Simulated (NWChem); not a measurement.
# C₂H₆Si, singlet; SMILES C[Si]C

```xyz
9

Si     0.0000     0.0000     0.7568
C     -1.4384     0.0233    -0.4951
H     -2.4102    -0.2468    -0.0552
H     -1.2631    -0.5777    -1.4038
H     -1.5189     1.0780    -0.8300
C      1.4384    -0.0233    -0.4951
H      1.2631     0.5777    -1.4038
H      1.5189    -1.0780    -0.8300
H      2.4102     0.2468    -0.0552
```
Atoms are numbered in this order, from 1.

Level: PBE0/def2-SVP (NWChem), optimised geometry, unscaled harmonic frequencies. Low-valent species are run as closed-shell singlets; no triplet was tried in these runs.

| frequency (cm⁻¹) | IR intensity (km/mol) |
|---|---|
| 111 | 0.3 |
| 123 | 0.3 |
| 257 | 2.6 |
| 502 | 3.8 |
| 555 | 3.4 |
| 659 | 41.0 |
| 665 | 23.1 |
| 728 | 23.3 |
| 856 | 52.2 |
| 1225 | 30.0 |
| 1233 | 35.9 |
| 1393 | 9.7 |
| 1398 | 2.7 |
| 1424 | 0.1 |
| 1429 | 26.1 |
| 3011 | 0.9 |
| 3013 | 1.3 |
| 3106 | 4.8 |
| 3111 | 10.9 |
| 3163 | 2.2 |
| 3163 | 6.3 |

| Property | Value |
|---|---|
| zero-point energy | 44.5 kcal/mol |
| thermal correction to the enthalpy at 298.15 K (with zero-point energy) | 48.6 kcal/mol |
| heat capacity Cv | 17.9 cal/(mol K) |
| entropy at 298.15 K and 1 atm (symmetry number 2) | 70.9 cal/(mol K) |
| dipole moment | 1.44 D |

Rigid rotor and harmonic oscillator.
